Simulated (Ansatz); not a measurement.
Start from `C=[C](Br)[AlH][CH3]` and change one atom or group to get `BC(=C)Br`.

Ansatz, PBE0-D4/def2-TZVP geometries, multiplicity 1. Each molecule was computed in one conformer, which needn't be the lowest.

Scalar relativity is left out up to krypton.

| property | `C=[C](Br)[AlH][CH3]` |
| --- | --- |
| LUMO energy (ωB97M-V/def2-TZVPP) / eV | 0.05 |
| HOMO energy (PBE0/def2-TZVPP) / eV | -7.32 |
| LUMO energy (PBE/def2-TZVPP) / eV | -2.49 |
| HOMO energy (B3LYP/def2-TZVPP) / eV | -7.08 |
| HOMO–LUMO gap (PBE/def2-TZVPP) / eV | 3.72 |
| HOMO energy (PBE/def2-TZVPP) / eV | -6.21 |

**Question.** Give the same properties after the change, and the shifts. (Estimate.)

**Answer.** Ansatz gave: 
```tsv
property	`BC(=C)Br`	shift
LUMO energy (ωB97M-V/def2-TZVPP) / eV	-0.49	-0.54
HOMO energy (PBE0/def2-TZVPP) / eV	-7.66	-0.34
LUMO energy (PBE/def2-TZVPP) / eV	-3.50	-1.01
HOMO energy (B3LYP/def2-TZVPP) / eV	-7.42	-0.34
HOMO–LUMO gap (PBE/def2-TZVPP) / eV	3.06	-0.66
HOMO energy (PBE/def2-TZVPP) / eV	-6.56	-0.35
```

With PBE0 the HOMO falls by 0.34 eV and the LUMO falls by 0.85 eV, so the gap narrows by about 0.51 eV. PBE moves the HOMO by -0.35 eV and ωB97M-V by -0.32 eV.

B3LYP here is the variant with VWN-RPA as its local correlation; programs differ in this.

Spin–orbit coupling is left out; it splits and shifts lone-pair levels of the heavy atoms by tenths of an eV.
